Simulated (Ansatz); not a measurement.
Al(Me)3 cation (C3H9Al), SMILES [CH3][Al]([CH3])[CH3] (connectivity only; charge and spin as stated), charge +1, multiplicity 2.

Coordinates come from a B3LYP-D3(BJ)/def2-SVP optimisation. The spin state was assumed, not searched. The isomer is the one that the SMILES or the coordinates give; other isomers of the formula were not compared.

Two levels are set side by side: PBE/def2-SVPD (Ansatz, a program for electronic structure) and PBE0/def2-SVPD (Ansatz). Energy differences of separate SCF runs at the same geometry; the states with an electron removed or added have multiplicity 3 and 1. Differences are taken from unrounded values.

```
quantity                          PBE0
-------------------------------  -----
vertical ionisation energy (eV)  15.21
vertical electron affinity (eV)   7.82
```

Q: What does PBE give, and how far is it from PBE0? (Estimate from the structure and the level; the computed values follow.)

A: 
| quantity | PBE | PBE minus PBE0 |
|---|---|---|
| vertical ionisation energy (eV) | 15.10 | -0.11 |
| vertical electron affinity (eV) | 7.78 | -0.04 |

On these quantities the two levels nearly agree.
